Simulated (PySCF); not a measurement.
Can point charges reproduce the dipole moment of `C=C[C@@H]([SiH3])c1cccs1`?

Coordinates (GFN2-xTB, Å) and charges (e) from the PBE0/pcSseg-1 density (PySCF):

| atom | x | y | z | Mulliken | IAO | Hirshfeld | ESP-fitted |
| --- | --- | --- | --- | --- | --- | --- | --- |
| C1 | -2.694 | -1.356 | 0.533 | -0.1371 | -0.3298 | -0.1064 | -0.5027 |
| C2 | -1.659 | -0.575 | 0.786 | -0.1767 | -0.1264 | -0.0441 | -0.0083 |
| C3 | -0.716 | -0.064 | -0.250 | -0.4216 | -0.3662 | -0.1079 | -0.2387 |
| Si4 | -1.195 | 1.754 | -0.683 | +0.5658 | +0.6125 | +0.3052 | +0.3634 |
| C5 | 0.700 | -0.114 | 0.188 | -0.3370 | -0.1363 | -0.0204 | -0.0960 |
| C6 | 1.773 | -0.591 | -0.499 | -0.0085 | -0.2028 | -0.0818 | -0.0053 |
| C7 | 2.995 | -0.457 | 0.201 | -0.0435 | -0.1803 | -0.0747 | -0.3203 |
| C8 | 2.839 | 0.128 | 1.413 | -0.2612 | -0.3223 | -0.0896 | -0.1930 |
| S9 | 1.194 | 0.527 | 1.726 | +0.2597 | +0.3026 | +0.1095 | +0.0227 |
| H10 | -3.360 | -1.690 | 1.310 | +0.1171 | +0.1544 | +0.0475 | +0.1922 |
| H11 | -2.916 | -1.697 | -0.465 | +0.1061 | +0.1432 | +0.0448 | +0.1985 |
| H12 | -1.454 | -0.246 | 1.796 | +0.1269 | +0.1442 | +0.0354 | +0.1357 |
| H13 | -0.813 | -0.666 | -1.159 | +0.1487 | +0.1566 | +0.0512 | +0.1748 |
| H14 | -2.572 | 1.739 | -1.174 | -0.0819 | -0.1176 | -0.0775 | -0.0860 |
| H15 | -1.080 | 2.570 | 0.523 | -0.0683 | -0.1109 | -0.0761 | -0.0689 |
| H16 | -0.269 | 2.221 | -1.715 | -0.0767 | -0.1140 | -0.0760 | -0.0875 |
| H17 | 1.696 | -1.034 | -1.477 | +0.0744 | +0.1569 | +0.0528 | +0.1149 |
| H18 | 3.942 | -0.789 | -0.185 | +0.0903 | +0.1628 | +0.0553 | +0.2003 |
| H19 | 3.580 | 0.349 | 2.154 | +0.1230 | +0.1732 | +0.0533 | +0.2043 |

Form Σ q r in debye for every column and set it beside the full dipole.

The full density gives (0.09, -0.23, -0.60) D, 0.65 D in size; dipole vectors point from the negative to the positive end.

| scheme | μx | μy | μz | size (D) | share of the full size (%) | angle to the full dipole (°) |
| --- | --- | --- | --- | --- | --- | --- |
| Mulliken | -1.47 | 1.79 | 0.04 | 2.31 | 356 | 112 |
| IAO | -1.02 | 1.62 | 0.50 | 1.98 | 305 | 126 |
| Hirshfeld | -0.08 | 0.31 | 0.31 | 0.45 | 69 | 156 |
| ESP-fitted | 0.09 | -0.25 | -0.61 | 0.67 | 103 | 1 |

Which set comes closest?

Length of the difference vector: ESP-fitted 0.02 D, Hirshfeld 1.08 D, IAO 2.42 D, Mulliken 2.63 D. Closest: ESP-fitted. ESP charges are fitted to the potential around the molecule, whose slowest-falling term is the dipole's. The schemes that divide the density aren't constrained to reproduce the dipole.

What is left for the Hirshfeld atoms' own dipoles?

The Hirshfeld atoms' densities add up to the full density, so μ = Σ q r + Σ (atomic dipoles). The atomic dipoles sum to (0.09, -0.23, -0.60) − (-0.08, 0.31, 0.31) = (0.17, -0.54, -0.91) D, 1.08 D in size.

With the origin at the mean of the coordinates, (-0.001, 0.000, 0.159) Å, which are the largest single terms, by size, of the Mulliken dipole along the direction of the full one?

S9 -1.83, C8 +1.00, H12 -1.00, H13 +0.96, H19 -0.86 D; all 19 atoms together -0.87 D. The single terms depend on the origin, their sum doesn't.

Give the size of the full dipole in other units.

0.65 D = 0.255 au = 0.135 e·Å = 2.17 × 10⁻³⁰ C·m.

Geometry: GFN2-xTB, one conformer, isolated molecule.

The values belong to the conformer `[CH2:1]=[CH:2][C@@H:3]([SiH3:4])[c:5]1[cH:6][cH:7][cH:8][s:9]1`: C1–C2–C3–Si4 100°, C2–C3–C5–C6 132°.
